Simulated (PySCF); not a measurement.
CH3AlCl, SMILES [Al]([CH3])[Cl], multiplicity 2.

The structure is a stationary point at B3LYP-D3(BJ)/def2-TZVP. The multiplicity is an assumed one; other spin states were not compared. The isomer is the one that the SMILES or the coordinates give; other isomers of the formula were not compared.

All values below come from B3LYP-D3(BJ)/def2-TZVP (PySCF 2.14.0).

Frequencies are harmonic and unscaled.

| mode | ν (cm⁻¹) | IR (km/mol) | moving atoms (share of kinetic energy) |
|---|---|---|---|
| 1 | 69 | 0.1 | H 91 % |
| 2 | 157 | 5.0 | C 29 %, Al 26 %, Cl 23 %, H 21 % |
| 3 | 460 | 64.0 | Al 42 %, Cl 42 %, C 11 % |
| 4 | 575 | 0.0 | H 85 %, C 13 % |
| 5 | 605 | 54.3 | Al 42 %, C 42 %, H 13 % |
| 6 | 694 | 41.7 | H 74 %, C 18 % |
| 7 | 1188 | 1.4 | H 83 %, C 17 % |
| 8 | 1436 | 3.0 | H 95 % |
| 9 | 1447 | 6.1 | H 95 % |
| 10 | 3017 | 5.3 | H 97 % |
| 11 | 3089 | 5.3 | H 91 %, C 9 % |
| 12 | 3121 | 6.4 | H 91 %, C 9 % |
